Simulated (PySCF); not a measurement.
Structure from NMR data

Molecular formula: C₃H₁₅N₂PSi₂. Simulated spectra:

1H NMR (600 MHz, computed): δ 5.70 (m, 1H), 3.74 (d, 3H), 2.35 (s, 6H), 1.99 (m, 1H), 1.00 (m, 2H), 0.62 (br s, 2H).

13C{1H} NMR (computed): δ 47.5 (CH3), 46.6 (CH).

Gas phase, single conformer, equivalent nuclei averaged, no relativistic terms. Geometry: GFN2-xTB; σ from GIAO-PBE0/pcSseg-1; PySCF 2.14.

δ = σ(ref) − σ, references computed at the same level: 1H and 13C against TMS.

Which of these isomers gave the spectra?
A. CN(C)[C@@H]([SiH3])[Si@H](N)P
B. CN(C)[C@@H]([SiH3])[Si@@H](N)P
C. CN[Si@@]([SiH3])(P)N(C)C

## Answers

B. 

- 2 carbon signals for 3 carbons: some carbons are equivalent by symmetry or fast rotation.
- Carbon types of the structure: 1 × CH, 2 × CH3, leaving 8 H on heteroatoms.
- δC 47.5: methyl carbon bonded to N; the inductive effect lowers its shielding.
- δC 46.6: sp3 CH bonded to N and 2 Si; deshielded by the electronegative neighbour.
- δH 3.74: hydrogen on a silicon bonded to C.
- δH 2.35: hydrogen on a methyl carbon bonded to N; its carbon carries N, hence the downfield position.
- δH 0.62: hydrogen on a nitrogen bonded to Si; exchangeable; this is the value without hydrogen bonding to other molecules.

The others: CN(C)[C@@H]([SiH3])[Si@H](N)P has carbons computed at 48.6, 47.5; CN[Si@@]([SiH3])(P)N(C)C would give 4 signals for carbon-bound and other non-exchanging H, not 5.

The OH or NH signal is concentration- and solvent-dependent in practice; the value given is the gas-phase one. Splittings by 31P in the carbon and heteronuclear signals aren't shown, as no couplings were computed. Shifts are as computed. Against solution values, carbons near 30 ppm lie about +3 ppm off and those near 130 ppm about +5 ppm. Of 1211 compounds with measured shifts, 218 miss one by over three times the rms of a fit or turn the order of signals round; such compounds aren't used in these exercises. Multiplicities follow the n + 1 count of equivalent neighbours, as no J values were calculated; m marks all less simple cases, F and P coupling included.
